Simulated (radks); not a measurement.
The numbers below are computed, except where a source is named.
Charge is removed step by step from the 4p level of Ge, starting from [Ar] 3d10 4s2 4p2. Code: a radial shooting solver on a logarithmic mesh with Libxc functionals. Model: scalar-relativistic Kohn-Sham, LDA (Slater exchange, Perdew-Wang correlation), spin-unpolarised, spherical densities, point nucleus.

[
 {"removed (e)": "0", "E - E(0) (eV)": "0.000", "eigenvalue (eV)": "-4.047", "E minus straight line (eV)": "0.000"},
 {"removed (e)": "0.125", "E - E(0) (eV)": "0.558", "eigenvalue (eV)": "-4.886", "E minus straight line (eV)": "-0.396"},
 {"removed (e)": "0.25", "E - E(0) (eV)": "1.223", "eigenvalue (eV)": "-5.755", "E minus straight line (eV)": "-0.685"},
 {"removed (e)": "0.375", "E - E(0) (eV)": "1.997", "eigenvalue (eV)": "-6.649", "E minus straight line (eV)": "-0.864"},
 {"removed (e)": "0.5", "E - E(0) (eV)": "2.886", "eigenvalue (eV)": "-7.569", "E minus straight line (eV)": "-0.929"},
 {"removed (e)": "0.625", "E - E(0) (eV)": "3.890", "eigenvalue (eV)": "-8.512", "E minus straight line (eV)": "-0.879"},
 {"removed (e)": "0.75", "E - E(0) (eV)": "5.014", "eigenvalue (eV)": "-9.477", "E minus straight line (eV)": "-0.709"},
 {"removed (e)": "0.875", "E - E(0) (eV)": "6.260", "eigenvalue (eV)": "-10.463", "E minus straight line (eV)": "-0.417"},
 {"removed (e)": "1", "E - E(0) (eV)": "7.630", "eigenvalue (eV)": "-11.469", "E minus straight line (eV)": "0.000"}
]

Removing the whole electron costs 7.630 eV by Delta-SCF, against 4.047 eV from minus the eigenvalue at the starting occupation. Slater's transition state (half an electron removed) gives 7.569 eV. Integrating minus the eigenvalue over the occupation (Janak's theorem) gives 7.631 eV. In this scalar-relativistic scheme the density is built from large components alone, so the theorem holds only approximately. The mean slope of the eigenvalue, de/dn, is 7.42 eV per electron. Ionisation energy of Ge in the NIST Atomic Spectra Database: 7.899 eV (measured).

Beside tabulated values, note that spin-unpolarised runs miss the spin-polarisation part of the exchange energy of open shells.
